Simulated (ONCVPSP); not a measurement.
# What one change does to a pseudopotential (Tc (Z = 43), ONCV)

* Element: technetium (Tc)
* Generator: ONCVPSP 4.0.1
* Type: optimised norm-conserving Vanderbilt (ONCV)
* Functional: PBE
* Relativity: scalar-relativistic
* Frozen core: [Ar] 3d10 4s2
* Valence charge: 13
* Reference configuration: 4p6 4d5 5s1 5p1
* Partial waves: 5s: rc 2.60 bohr, ncon 4, nbas 7, qcut 2.1 1/bohr, 1 projector; 4p+5p: rc 1.90 bohr, ncon 4, nbas 8, qcut 9.3 1/bohr, 2 projectors; 4d: rc 2.10 bohr, ncon 4, nbas 8, qcut 8 1/bohr, 2 projectors, debl 1.3 Ha
* Local potential: polynomial inside 1.20 bohr (lpopt 5, dvloc0 6 Ha)
* Core correction: Teter function, fcfact 1.75, rcfact 1.25

All-electron outer shells of the reference configuration (PBE, scalar-relativistic, ld1.x):

| shell | level (eV) | outermost node (bohr) | outermost maximum (bohr) |
| --- | --- | --- | --- |
| 3d | -251.33 | – | 0.31 |
| 4s | -74.85 | 0.50 | 0.95 |
| 4p | -46.82 | 0.51 | 1.03 |
| 4d | -8.04 | 0.50 | 1.27 |
| 5s | -5.96 | 1.28 | 2.69 |
| 5p | -2.10 | 1.45 | 3.58 |

Change: all radii but the core radius scaled by about 1.21 (s 3.14, p 2.30, d 2.54 bohr); local potential polynomial inside 1.46 bohr (lpopt 5, dvloc0 6 Ha).

Cutoffs: the cutoffs (Ha) at which the residual kinetic energy of the hardest occupied pseudo-wave falls to 1 and 0.1 mHa per electron; they do not see the model core or the augmentation charge, which bear on the density cutoff. Errors are all-electron minus pseudo energies relative to the spin-unpolarised reference configuration.

Predict the effect on cutoff, ghosts and configuration errors.

The potential gets neither clearly harder nor softer (20 Ha and 23 Ha → 19 Ha and 25 Ha); both files keep a bound ghost (s); the number of tests with a reliable result goes from 4 to 3; of the 3 tests that both files solve, the error grows in 2 and shrinks in 1 by more than 15 % and 0.3 meV (median size 3.7 → 4.8 meV).

```csv
quantity,base,changed
"cutoff, loose",20 Ha,19 Ha
"cutoff, tight",23 Ha,25 Ha
loose cutoff by channel,"s 6.2 Ha, p 13 Ha, d 20 Ha","s 4.2 Ha, p 19 Ha, d 17 Ha"
bound ghosts,s,s
GHOST(+) flags under 300 eV,none,none
tests with a reliable result,4 of 4,3 of 4
"error for 4p6 4d5 5s2 5p0, meV [ΔE -3.75 eV]",-3.7,-2.3
"error for 4p6 4d5 5s1 5p0, meV [ΔE 4.40 eV]",+0.3,+4.8
"error for 4p6 4d5 5s0 5p0, meV [ΔE 19.25 eV]",-3.9,-6.9
"rms error of d²Exc/dni dnj with the model core, mHa",1.61,1.63
```

 A true bound ghost makes a file unfit for plane-wave use even where its test errors are small: the radial tests pick states by their node count and pass the ghost by.
